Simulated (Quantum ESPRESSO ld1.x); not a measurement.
Mg4+, configuration [He] 2s2 2p4 (the NIST ground configuration). All-electron calculation, Dirac Kohn-Sham, relativistic LDA (MacDonald-Vosko exchange, VWN5 correlation), spin-unpolarised, spherical densities, point nucleus; open shells are shared between the two j in proportion to 2j + 1. Program: ld1.x of Quantum ESPRESSO 7.5.

Unscreened Slater integrals over Kohn-Sham orbitals (cm^-1). Large and small components are both included. Empty in this configuration: 3p1/2, 3p3/2, 3s1/2.

\begin{tabular}{lr}
integral & value \\ \hline
F0(3p3/2,3p3/2) & 98976 \\
F2(3p3/2,3p3/2) & 50291 \\
F0(3p3/2,3p1/2) & 99050 \\
G2(3p3/2,3p1/2) & 50322 \\
F0(3p3/2,3s1/2) & 101710 \\
G1(3p3/2,3s1/2) & 67814 \\
F0(3p3/2,2p3/2) & 133300 \\
F2(3p3/2,2p3/2) & 28488 \\
G0(3p3/2,2p3/2) & 12252 \\
G2(3p3/2,2p3/2) & 12504 \\
F0(3p3/2,2p1/2) & 133350 \\
G2(3p3/2,2p1/2) & 12497 \\
F0(3p1/2,3p1/2) & 99123 \\
F0(3p1/2,3s1/2) & 101790 \\
G1(3p1/2,3s1/2) & 67876 \\
F0(3p1/2,2p3/2) & 133470 \\
G2(3p1/2,2p3/2) & 12495 \\
F0(3p1/2,2p1/2) & 133520 \\
G0(3p1/2,2p1/2) & 12278 \\
F0(3s1/2,3s1/2) & 104790 \\
F0(3s1/2,2p3/2) & 137970 \\
G1(3s1/2,2p3/2) & 12846 \\
F0(3s1/2,2p1/2) & 138020 \\
G1(3s1/2,2p1/2) & 12844 \\
F0(2p3/2,2p3/2) & 331710 \\
F2(2p3/2,2p3/2) & 153590 \\
F0(2p3/2,2p1/2) & 332170 \\
G2(2p3/2,2p1/2) & 153630 \\
F0(2p1/2,2p1/2) & 332630 \\
\end{tabular}
